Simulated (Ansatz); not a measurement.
Start from `C[SiH2][SnH2][SH]` and change one atom or group to get `[SiH3][SnH2][SH]`.

Ansatz, PBE0-D4/def2-TZVP geometries, multiplicity 1. Each molecule was computed in one conformer, which needn't be the lowest.

Elements past krypton have def2 core potentials.

| property | `C[SiH2][SnH2][SH]` |
| --- | --- |
| LUMO energy (PBE/def2-TZVPP) / eV | -1.47 |
| HOMO energy (B3LYP/def2-TZVPP) / eV | -6.72 |
| HOMO–LUMO gap (PBE/def2-TZVPP) / eV | 4.33 |
| LUMO energy (ωB97M-V/def2-TZVPP) / eV | 0.93 |
| HOMO–LUMO gap (B3LYP/def2-TZVPP) / eV | 5.82 |
| LUMO energy (B3LYP/def2-TZVPP) / eV | -0.90 |

(1) Give the same properties after the change, and the shifts. (Best estimate.)

Results:

(1) Computed: 
```json
{"property": "LUMO energy (PBE/def2-TZVPP) / eV", "`[SiH3][SnH2][SH]`": "-1.55", "shift": "-0.08"}
{"property": "HOMO energy (B3LYP/def2-TZVPP) / eV", "`[SiH3][SnH2][SH]`": "-6.93", "shift": "-0.21"}
{"property": "HOMO–LUMO gap (PBE/def2-TZVPP) / eV", "`[SiH3][SnH2][SH]`": "4.42", "shift": "0.09"}
{"property": "LUMO energy (ωB97M-V/def2-TZVPP) / eV", "`[SiH3][SnH2][SH]`": "0.90", "shift": "-0.03"}
{"property": "HOMO–LUMO gap (B3LYP/def2-TZVPP) / eV", "`[SiH3][SnH2][SH]`": "5.97", "shift": "0.15"}
{"property": "LUMO energy (B3LYP/def2-TZVPP) / eV", "`[SiH3][SnH2][SH]`": "-0.97", "shift": "-0.07"}
```

With PBE0 the HOMO falls by 0.23 eV and the LUMO falls by 0.06 eV, so the gap widens by about 0.17 eV. PBE moves the HOMO by -0.17 eV and ωB97M-V by -0.33 eV.

B3LYP here is the variant with VWN-RPA as its local correlation; programs differ in this.
